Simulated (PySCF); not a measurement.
Isomers of C5H10N2, one conformer each; single-point electronic energies without zero-point terms and without any empirical dispersion term.

Computed with PySCF at PBE0/pcSseg-1, non-relativistic, each on one gas-phase PBE0-D3(BJ)/def2-SVP geometry that isn't relaxed in the solvent. The solvent is an IEF-PCM continuum (cavity from Bondi-type radii × 1.2). The model holds no explicit solvent molecules, cavitation or dispersion.

```tsv
isomer	relative energy, gas (kJ/mol)	dipole (D)
`C[C@@H]1CNN=C1C`	0.0	2.30
`CN[C@H]1C=NCC1`	7.2	1.55
`CCN1CCC=N1`	31.4	2.05
`C=N/N=C(\C)CC`	70.3	2.04
```

How do the relative energies look in chloroform (ε = 4.711)?

| isomer | relative energy, solvent (kJ/mol) | E(solvent) − E(gas) (kJ/mol) | dipole in solvent (D) |
| --- | --- | --- | --- |
| `C[C@@H]1CNN=C1C` | 0.0 | -18.3 | 2.90 |
| `CN[C@H]1C=NCC1` | 6.0 | -19.5 | 1.87 |
| `CCN1CCC=N1` | 35.8 | -13.9 | 2.62 |
| `C=N/N=C(\C)CC` | 73.3 | -15.3 | 2.58 |

The order is unchanged. Conformers: `[CH3:1][C:2]1=[N:3][NH:4][CH2:5][C@H:6]1[CH3:7]` with C2–N3–N4–C5 -20°, N3–N4–C5–C6 29°, N4–C5–C6–C7 -151°, C1–C2–C6–C5 -168°; `[CH3:1][NH:2][C@H:3]1[CH:4]=[N:5][CH2:6][CH2:7]1` with C1–N2–C3–C4 77°; `[CH3:1][CH2:2][N:3]1[CH2:4][CH2:5][CH:6]=[N:7]1` with C1–C2–N3–C4 -68°, C2–N3–C4–C5 163°, N3–C4–C5–C6 -22°, C4–C5–C6–N7 15°, C2–N3–N7–C6 -156°; `[CH2:1]=[N:2]/[N:3]=[C:4](\[CH3:5])[CH2:6][CH3:7]` with C1–N2–N3–C4 -116°, N3–C4–C6–C7 109°. `CN[C@H]1C=NCC1` gains most from the continuum, while `C[C@@H]1CNN=C1C` has the largest gas-phase dipole. The gains span 5.6 kJ/mol, the gas-phase energies 70.3 kJ/mol.
